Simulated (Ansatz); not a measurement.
Ge(OH)Cl3 (GeCl₃OH). Charge 0, multiplicity 1. Geometry PBE0-D4/def2-SVP; atoms count from 1.

```xyz
6

Ge    0.119   -0.225    0.199
O    -0.549    1.344   -0.183
H    -0.742    1.455   -1.122
Cl    1.961   -0.546   -0.828
Cl   -1.224   -1.786   -0.358
Cl    0.435   -0.241    2.293
```

Q: Estimate the Mulliken populations from the PBE0/def2-TZVP orbitals of Ansatz.

A: 
| atom | charge (e) |
| --- | --- |
| Ge1 | 0.93 |
| O2 | -0.51 |
| H3 | 0.33 |
| Cl4 | -0.26 |
| Cl5 | -0.26 |
| Cl6 | -0.24 |
Mulliken values depend strongly on the basis.

Q: And the Mayer bond orders between heavy atoms (over 0.3)?

A: Ge1–O2 1.13 (1.75 Å); Ge1–Cl4 1.06 (2.13 Å); Ge1–Cl5 1.06 (2.13 Å); Ge1–Cl6 1.08 (2.12 Å).
